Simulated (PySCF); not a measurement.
C3H7BFN, SMILES C=C(F)B(C)N. Coordinates come from a ωB97X-D3(BJ)/def2-SVP optimisation. This is a generated structure with no PubChem entry under its InChIKey; it may be hypothetical. The values are those of a single conformer.

### Question
Give the equilibrium geometry at ωB97X-D3(BJ)/def2-SVP (PySCF confirms it by a frequency run) as a Z-matrix. (Estimate from the structure and the level; the computed values follow.)

### Answer
One answer among several that fit: 
```
B
N 1 1.3998
H 2 1.0124 1 122.61
H 2 1.0125 3 113.91 1 -178.53
C 1 1.5799 2 122.46 3 -1.71
H 5 1.1014 1 113.93 2 -2.12
H 5 1.1029 6 108.62 1 122.70
H 5 1.1036 6 108.39 7 114.49
C 1 1.5893 2 118.38 3 177.39
C 9 1.3351 1 127.62 2 -27.53
F 9 1.3566 10 118.19 1 177.12
H 10 1.0924 9 120.03 11 178.79
H 10 1.0942 12 118.50 9 178.81
```
Charge 0, spin multiplicity 1.
